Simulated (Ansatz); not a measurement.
Program: Ansatz. Geometries: PBE0-D4/def2-TZVP. ΔE: electronic, gas phase. CCSD(T)/CBS adds triple-zeta CCSD(T) − MP2 to the extrapolated MP2 energy (def2 sets, frozen cores). This one scheme is used for every species. Functionals use def2-TZVPP. No spin–orbit coupling; open shells (•) take unrestricted orbitals. Each species was taken in one conformer, which may not be the lowest.

Reaction (homolysis of the B–C bond): `OBCF` → `[BH]O`• + `[CH2]F`•

**Question.** What is ΔE at CCSD(T)/CBS? (Estimate.)

**Answer.** Computed: +4.54 eV.

**Question.** What do these levels give: LDA (SPW92), r2SCAN-D4, B97M-V, r2SCANh-D4, PBE, BLYP, r2SCANh, CCSD(T)/def2-SVP, HF/def2-TZVPP, MP2/def2-TZVPP, HF/def2-QZVPP, HF/CBS(def2)? (An estimate is asked.)

**Answer.** Ansatz gave: LDA (SPW92) 4.96, r2SCAN-D4 4.19, B97M-V 4.51, r2SCANh-D4 4.19, PBE 4.32, BLYP 4.15, r2SCANh 4.18, CCSD(T)/def2-SVP 4.40, HF/def2-TZVPP 3.38, MP2/def2-TZVPP 4.54, HF/def2-QZVPP 3.37, HF/CBS(def2) 3.37 eV.

Largest T1 diagnostic among the species: 0.016.

Leaving LDA and LC-ωPBE aside and taking each functional with its dispersion term where it has one, the values, not all of them listed here, spread over 0.40 eV, from r2SCAN-D4 to ωB97M-V. LDA lies +0.65 eV from PBE without D4, its usual overbinding. From BLYP to BHLYP (50 % exact exchange), in def2-TZVPP and without D4, ΔE moves by +0.13 eV.
